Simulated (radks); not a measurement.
Values are calculated unless marked as measured or tabulated.
All-electron atom: Cd in [Kr] 4d10 5p2 (not the ground configuration). Code: a radial shooting solver on a logarithmic mesh with Libxc functionals. Model: scalar-relativistic Kohn-Sham, PBE, spin-polarised, spherical densities, point nucleus; open shells are filled with parallel spins first (spin-orbit coupling, left out, can overturn this in heavy ions).

Radial electron density D(r) = 4 pi r^2 rho(r):

```
   r/bohr * D(r) (the largest magnitude, 75.7, reaches the edge; | marks zero)
  0.00402 |         *
 0.005449 |              *
 0.007326 |                     *
 0.009849 |                             *
  0.01335 |                                      *
  0.01795 |                                           *
  0.02432 |                                           *
   0.0327 |                                        *
  0.04396 |                                      *
  0.05958 |                                            *
  0.08011 |                                                      *
   0.1086 |                                                      *
    0.146 |                                          *
   0.1962 |                                      *
    0.266 |                                             *
   0.3576 |                                     *
   0.4846 |                  *
   0.6516 |            *
    0.876 |              *
    1.187 |         *
    1.596 |   *
    2.163 | *
    2.908 |*
     3.91 *
      5.3 *
    7.125 *
    9.656 *
    12.98 *
```

D(r) has 4 maxima, at r = 0.0214, 0.0940, 0.279, 0.842 bohr, and minima at 0.0419, 0.183, 0.616 bohr, inside which lie 2.00, 11.15, 28.95 electrons.
